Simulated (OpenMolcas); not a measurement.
# d5 ions of charge +4 down a group with 6 fluoride ligands in octahedral coordination

| Item | Value |
| --- | --- |
| Program | OpenMolcas |
| Method | CASSCF |
| Spin-orbit coupling | state interaction with AMFI integrals over the reference wave functions |

The d shell is active. Anionic complexes are neutralised by point charges behind the ligands. Distances were set from a Shannon-type radius of the metal (high-spin where two are listed) plus a fixed donor radius (F 1.31 Å). Ligand basis ANO-RCC-VDZP, DKH2 Hamiltonian. States (labels of O, the rotations of Oh). Energies in cm-1 above the lowest state or level, χT in cm3 K/mol; under a threefold ground state the first gap can be a small split of the lowest multiplet, not the spin-orbit step; 10Dq and B are least-squares fits to the states below 45000 cm-1, weighted by degeneracy, with a free offset, and given where the rms deviation is under 5 % of |10Dq| (or 100 cm-1) and under 700 cm-1. Spin-only χT is S(S+1) / 2 for the spin of the ground state.

```csv
Ion,Shell,R (Å),Metal basis,Outer charge (e at Å behind ligand),Ground state,First state of that spin,10Dq,B (rms of fit),First gap with spin-orbit (degeneracies),χT at 300 K,First state of another spin,Spin-only χT
Co4+,3d5,1.84,ANO-RCC-VDZP,0.33 at 2.6,6A1,,,,"17439 (6, 2)",4.382,2S+1 = 4: 17668,4.375
Rh4+,4d5,1.91,ANO-RCC-VDZP,0.33 at 2.4,2T2,23666,28103,758 (517),"2396 (2, 4)",0.534,2S+1 = 4: 13211,0.375
Ir4+,5d5,1.94,ANO-RCC-VTZP,0.33 at 3.2,2T2,2T1 27765,31719,728 (335),"7810 (2, 4)",0.435,2S+1 = 4: 17704,0.375
```

The rows also differ in their metal basis and outer charges, so part of each step comes from that.

|10Dq| changes by a factor of 31719 / 28103 = 1.13 from Rh4+ to Ir4+.

B goes from 758 cm-1 (Rh4+) to 728 cm-1 (Ir4+).

Below the highest spin of the shell: Rh4+, Ir4+. χT departs most from the spin-only value for Rh4+, by +0.159 cm3 K/mol.

Without dynamic correlation the repulsion within the d shell is too large (B by tens of per cent), so at a given field states of lower spin stand too high. Ligand-to-metal charge-transfer states are missing. With no ligand orbital active B as a rule stays too high, so bands that hang on it stand too high and its fall with covalency is understated. CASSCF with metal d orbitals alone favours high spin, so a ground state of lower spin is not ruled out (holds for Co4+). The least metal-like active orbital is 73 % on the metal (Löwdin) and no ligand orbital is active, so the numbers are rough (holds for Co4+; Ir4+). With metal d orbitals alone and no dynamic correlation the field as a rule comes out too small, by tens of per cent, by up to half for chloride and softer ligands (holds for Co4+). An orbital triplet at a regular site is open to Jahn-Teller coupling, which can distort the site and quench the lowest spin-orbit gaps and is left out (holds for Rh4+; Ir4+). The least metal-like active orbital is 71 % on the metal (Löwdin) and no ligand orbital is active, so the numbers are rough (holds for Rh4+). With metal d orbitals alone the field can be off either way by tens of per cent (holds for Rh4+; Ir4+). No measured value stands beside these numbers; the geometry is a model, was not optimised and need not be the one that this ion takes.

A state without a sure symmetry label is named by its multiplicity alone.
